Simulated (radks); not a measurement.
Values are calculated unless marked as measured or tabulated.
Question: Species: C II. Configuration: [He] 2s2 2p1 (the NIST ground configuration). Level of theory: non-relativistic Kohn-Sham, r2SCAN, spin-unpolarised, spherical densities, point nucleus; meta-GGA in the generalised Kohn-Sham scheme (a radial shooting solver on a logarithmic mesh with Libxc functionals). Some entries of the table are withheld. Estimate them.

| orbital | occ. | eigenvalue (eV) | <1/r> (bohr^-1) | r(max) (bohr) |
|---|---|---|---|---|
| 1s | 2 | -292.3702 | 5.655 | (1) |
| 2s | 2 | -26.3730 | 0.9766 | 1.177 |
| 2p | 1 | (2) | (3) | (4) |

Answer: 
(1) 1s r(max) (bohr): 0.1741
(2) 2p eigenvalue (eV): -16.7580
(3) 2p <1/r> (bohr^-1): 0.8683
(4) 2p r(max) (bohr): 1.129
